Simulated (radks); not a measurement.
Neutral nitrogen inside a hard spherical wall (all orbitals vanish at R), configuration held at [He] 2s2 2p3 and not refilled when levels cross. Method: non-relativistic Kohn-Sham, PBE, spin-polarised, spherical densities, point nucleus; open shells are filled with parallel spins first; computed with a radial shooting solver on a logarithmic mesh with Libxc functionals. Eigenvalues in eV for spin up, with the zero of energy where the potential of the charges vanishes at infinity; a dash marks a level that is unbound or too diffuse for the functional's potential to be trusted. A positive occupied level is held by the wall or, in an anion where self-interaction has pushed it up, behind a barrier. The pressure on the wall is -dE/dV.

R (bohr)	E (hartree)	kinetic (hartree)	e(1s)	e(2s)	e(2p)	e(3s, empty)	e(3p, empty)	pressure (GPa)
free	-54.53576	54.382	-383.93	-19.852	-8.304	-	-	0
8	-54.53567	54.383	-383.92	-19.843	-8.295	0.875	2.834	0.00473
6	-54.53381	54.399	-383.74	-19.727	-8.169	3.385	6.287	0.203
5	-54.52596	54.452	-383.25	-19.415	-7.816	6.909	10.540	1.50
3.5	-54.41008	55.036	-379.21	-16.922	-4.911	24.169	28.519	42.9
3	-54.22258	55.813	-374.84	-14.080	-1.660	39.906	43.441	152
2.5	-53.71896	57.573	-366.36	-7.929	5.066	70.223	70.662	603
2	-52.26683	61.738	-349.92	6.800	19.898	134.81	125.43	2830
1.5	-47.52803	72.734	-317.16	48.923	56.934	295.60	253.28	17600
